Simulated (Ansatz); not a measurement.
`[NH2][Al]([Cl])[Br]`, charge 0, multiplicity 1.

Q: Give a relaxed structure at PBE0-D4/def2-TZVP (Ansatz 0.2.0). (Estimate.)

A: Ansatz gave: 
Z-matrix (Å, degrees):
```
N
Al 1 1.747
H 1 1.007 2 124.4
H 1 1.006 2 124.3 3 180.0
Cl 2 2.083 1 119.9 3 0.0
Br 2 2.240 1 120.0 3 -180.0
```
Point group Cs.
